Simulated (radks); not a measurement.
Question: The table gives one normalised radial function P(r) = r R(r) of N- in [He] 2s2 2p4 (r in bohr). Calculated with a radial shooting solver on a logarithmic mesh with Libxc functionals: scalar-relativistic Kohn-Sham, PBE, spin-polarised, spherical densities, finite nucleus; open shells are filled with parallel spins first; Fermi nuclear charge, rms radius 2.5582 fm; Watson sphere of charge +1 and radius 3.11 bohr.

r,P
0.01119,0.0794
0.01553,0.1068
0.02173,0.1429
0.03041,0.1876
0.04222,0.2387
0.05907,0.2943
0.08266,0.3429
0.1157,0.3659
0.1606,0.3376
0.2247,0.2259
0.3144,0.0105
0.4365,-0.2841
0.6108,-0.6016
0.8547,-0.8206
1.196,-0.8384
1.66,-0.6674
2.323,-0.4101
3.251,-0.1879
4.513,-0.0587
6.316,-0.0102

Which n and l does it have? It may be an empty orbital.

Answer: n = 2, l = 0: the number of nodes gives n - l - 1 = 1, the rise at small r (about r^(l+1)) gives l, and the extent must fit the shell. The curve is that of 2s down; the table hardly tells the two spins apart. 2s down: eigenvalue -14.393 eV, 1 radial node at r = 0.319 bohr, <r> = 1.41 bohr, 90 % of the charge inside 2.32 bohr.
